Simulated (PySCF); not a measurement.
**Computed properties of B(I)2(OH) (BHI2O), SMILES OB(I)I**

B(I)2(OH) (BHI₂O), SMILES B(I)(O)I. Geometry: B3LYP-D3(BJ)/def2-SVP. The def2 effective core potentials stand for the cores of I; spin–orbit coupling is left out. Other conformers were not sampled. All values are computed for the isolated molecule unless a solvent is named; none is compared with measurement here.

**Structure.** The optimised structure has Cs symmetry. All 9 harmonic modes at B3LYP-D3(BJ)/def2-SVP (PySCF) are real, so it is a minimum. With heavy atoms numbered as in [B:1]([I:2])([I:3])[OH:4], the shortest bond between them is B1–O4 at 1.335 Å and the longest B1–I2 at 2.168 Å.

**Vibrations.** The strongest infrared lines (harmonic, unscaled, degenerate partners summed) lie at 1048 cm⁻¹ (380 km/mol, H 69 %, B 17 %, O 14 %), 675 cm⁻¹ (286 km/mol, B 78 %, H 18 %), 1376 cm⁻¹ (267 km/mol, B 64 %, O 33 %). The softest mode is at 117 cm⁻¹ and the zero-point energy is 12.3 kcal/mol.

**Electronic structure.** M06-2X/def2-TZVP (PySCF) places the frontier levels at -8.63 and -0.34 eV, a gap of 8.29 eV, and gives a dipole moment of 1.74 D and a mean polarisability of 79.6 bohr³.

**Excitations.** TDDFT-CAM-B3LYP/def2-SVPD (PySCF) has S1 at 5.13 eV (242 nm, f = 0.000, dark); the most intense of the 10 singlets computed lies at 5.83 eV (f = 0.17). T1 (TDA) is at 5.01 eV. No vertical singlet excitation falls in the visible range (under 3.1 eV).
